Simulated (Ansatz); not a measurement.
The cluster Be4, relaxed as a singlet with RKS B3LYP/def2-TZVP in Ansatz, starting from the GFN2-xTB geometry. Force threshold 0.02 eV/Å.

The structure comes from a short search, and lower isomers may exist.

Start:

```xyz
4

Be    0.675   -1.051   -0.315
Be   -1.195   -0.100   -0.471
Be    0.572    1.040   -0.495
Be   -0.052    0.111    1.281
```

| step | energy (eV) | largest force component (eV/Å) | SCF passes |
| --- | --- | --- | --- |
| 1 | -1600.9670 | 0.406 | 25 |
| 2 | -1600.9977 | 0.153 | 30 |
| 3 | -1601.0021 | 0.011 | 31 |

Force components are those of the run's own axes.

End:

```xyz
4

Be    0.656   -1.023   -0.306
Be   -1.162   -0.097   -0.459
Be    0.557    1.013   -0.483
Be   -0.051    0.107    1.247
```

By distances, no bond broke or formed. The bond that changes most is Be1–Be2, from 2.10 to 2.05 Å (atoms count from 1).

No frequencies were taken in this run, so the end may be a saddle point.

It took 1.5 s on 4 threads of Arm Neoverse V1 on a shared host.
